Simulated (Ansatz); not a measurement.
Na₂, singlet, at a GFN2-xTB geometry (such geometries of metal compounds can be far from the true shape), atoms displaced at random by about 0.05 Å a coordinate; PBE/cc-pVTZ (Ansatz, a quantum-chemistry and plane-wave program).

The Ansatz input:
Ansatz 0.2 input:
```yaml
crystal:
  periodic: [false, false, false]
  atoms:
    - {symbol: Na, position_ang: [-0.04601932, 0.07083209, -1.45826844]}
    - {symbol: Na, position_ang: [-0.06107124, 0.04941552, 1.44339457]}
basis:
  gaussian:
    orbitals: cc-pVTZ
hamiltonian:
  xc: pbe
relax: {escape_saddle: false}
```

Q: Write the output that Ansatz gives for this input, abridged.

A: 
```
Functional definition: PBE
528 factors; their error is unknown
mean field evaluation 1: about -8826.1186 eV, gradient 4.4e0 eV
mean field evaluation 2: about -8826.2264 eV, gradient 2.2e0 eV
mean field evaluation 4: about -8826.2874 eV, gradient 1.6e-2 eV
mean field evaluation 8: about -8826.2707 eV, gradient 1.9e-4 eV
mean field -8826.27069951 eV, -324.3594655459 hartree, gradient 1.1e-5 eV, S^2 0.000000; 0 other end points of the search recorded, 0 dependent functions left out
the calculation of the forces begins
reference -8826.27073757 eV, -324.3594669446 hartree; 11, 11 occupied and 57, 57 virtual orbitals, 528 factors
relax step   1: F+E_penalty+E_count = -8826.27069951 eV  Δ(F+E_penalty+E_count) = +0.000e0 eV  max|allowed force component| = 2.177e-1 eV/Å  Δτ_max = 0.0000 Å  (26 SCF iters, accepted)
these checks for a lower state are left out or cut short: starts, cluster_reference, orbital_swaps, neighbouring_geometries, increment
528 factors; their error is unknown
mean field evaluation 16: about -8826.2769 eV, gradient 7.8e-3 eV
mean field -8826.27693549 eV, -324.3596947138 hartree, gradient 1.8e-5 eV, S^2 0.000000; 0 other end points of the search recorded, 0 dependent functions left out
the calculation of the forces begins
reference -8826.27697357 eV, -324.3596961131 hartree; 11, 11 occupied and 57, 57 virtual orbitals, 528 factors
relax step   2: F+E_penalty+E_count = -8826.27693549 eV  Δ(F+E_penalty+E_count) = -6.236e-3 eV  max|allowed force component| = 1.742e-1 eV/Å  Δτ_max = 0.0159 Å  (24 SCF iters, accepted)
these checks for a lower state are left out or cut short: starts, cluster_reference, orbital_swaps, neighbouring_geometries, increment
528 factors; their error is unknown
mean field -8826.28910629 eV, -324.3601419826 hartree, gradient 1.0e-5 eV, S^2 0.000000; 0 other end points of the search recorded, 0 dependent functions left out
the calculation of the forces begins
reference -8826.28914442 eV, -324.3601433838 hartree; 11, 11 occupied and 57, 57 virtual orbitals, 528 factors
relax step   3: F+E_penalty+E_count = -8826.28910629 eV  Δ(F+E_penalty+E_count) = -1.217e-2 eV  max|allowed force component| = 2.203e-2 eV/Å  Δτ_max = 0.0638 Å  (24 SCF iters, accepted)
these checks for a lower state are left out or cut short: starts, cluster_reference, orbital_swaps, neighbouring_geometries, increment
528 factors; their error is unknown
mean field -8826.28933147 eV, -324.3601502579 hartree, gradient 1.4e-5 eV, S^2 0.000000; 0 other end points of the search recorded, 0 dependent functions left out
the calculation of the forces begins
reference -8826.28936961 eV, -324.3601516594 hartree; 11, 11 occupied and 57, 57 virtual orbitals, 528 factors
relax step   4: F+E_penalty+E_count = -8826.28933147 eV  Δ(F+E_penalty+E_count) = -2.252e-4 eV  max|allowed force component| = 3.592e-3 eV/Å  Δτ_max = 0.0123 Å  (25 SCF iters, accepted)
528 factors; their error is unknown
mean field evaluation 32: about -8826.3061 eV, gradient 7.9e-3 eV
mean field -8826.28933147 eV, -324.3601502579 hartree, gradient 1.5e-5 eV, S^2 0.000000; 1 other end points of the search recorded, 0 dependent functions left out
the calculation of the forces begins
reference -8826.28936961 eV, -324.3601516594 hartree; 11, 11 occupied and 57, 57 virtual orbitals, 528 factors
Total energy: -8826.28936961 eV, -324.3601516594 hartree
Atom 0 at    -0.045542     0.071512    -1.550378 Å, force    -0.000019    -0.000027     0.003592 eV/Å
Atom 1 at    -0.061549     0.048736     1.535504 Å, force     0.000019     0.000027    -0.003592 eV/Å
Dipole moment:     0.000000     0.000000     0.000000 e Å
```
